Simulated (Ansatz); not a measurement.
Molecule: sum formula H₄SiNO₃ (charge 0, doublet). It need not be the lowest isomer of its formula. SMILES: [NH][Si](O)(O)O
Geometry from a B3LYP-D3(BJ)/def2-TZVP (Ansatz, a first-principles code) optimisation:
```xyz
9

Si    -0.0174    -0.0099    -0.0027
O      1.4382    -0.3861    -0.6553
O      0.3037     0.5302     1.5128
O     -0.8487     1.1523    -0.7931
N     -1.0188    -1.4280    -0.1555
H      1.4381    -0.9549    -1.4298
H      1.1545     0.2901     1.8887
H     -0.7416     2.0578    -0.4909
H     -1.6222    -1.6290     0.6432
```
Charge 0, spin multiplicity 2.

Quantity: atomisation energy (electronic, to ground-state atoms), in eV. Cores are frozen in the correlated levels unless marked. UHF or UKS for open shells. No spin-orbit coupling. No relativistic terms. The coupled-cluster limit lacks core correlation, which all-electron functionals hold. CBS marks a two-point X^-3 extrapolation of the correlation energy; Hartree-Fock from the larger set. The bracket is a focal-point correction in the basis named.

| level | program | atomisation energy (eV) |
|---|---|---|
| B97M-V/def2-TZVPD | Ansatz | ? |
| B3LYP-D3(BJ)/def2-TZVPD | Ansatz + dftd3 | ? |
| PBE0-D3(BJ)/def2-TZVP | Ansatz + dftd3 | 35.53 |
| BHLYP-D4/def2-TZVPD | Ansatz + dftd4 | 34.41 |
| BHLYP/def2-TZVPD | Ansatz | 34.19 |
| HSE06-D3(BJ)/def2-TZVPD | Ansatz + dftd3 | 35.60 |
| HSE06/def2-TZVPD | Ansatz | 35.49 |
| SCS-MP2/6-31G | Ansatz | 26.26 |
| SCS-MP2/cc-pV(D+d)Z | Ansatz | 32.31 |
| CCSD/cc-pV(T+d)Z | Ansatz | ? |
| RI-MP2/CBS(cc-pV(T+d)Z,cc-pV(Q+d)Z)+[CCSD(T)-MP2]/cc-pV(T+d)Z | Ansatz | 36.33 |

Complete the blanks.


- B97M-V/def2-TZVPD, atomisation energy (eV): 35.98
- B3LYP-D3(BJ)/def2-TZVPD, atomisation energy (eV): 35.92
- CCSD/cc-pV(T+d)Z, atomisation energy (eV): 34.29
